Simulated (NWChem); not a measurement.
KCl; SMILES [K][Cl]

```xyz
2

K      0.0000     0.0000    -1.2555
Cl     0.0000     0.0000     1.3988
```
Atoms are numbered in this order, from 1.

Computed with NWChem. Structure relaxed at the PBE0/def2-SVP level. GIAO values for the isolated, static molecule; σ is the absolute isotropic shielding.

### Question
What does the run give for PBE0/x2c-TZVPall-s, scalar ZORA without spin-orbit coupling? Quantities: σ K1 (ppm); σ Cl2 (ppm).

### Answer
| Item | Result |
|---|---|
| σ K1 (ppm) | 1244.4 |
| σ Cl2 (ppm) | 995.9 |
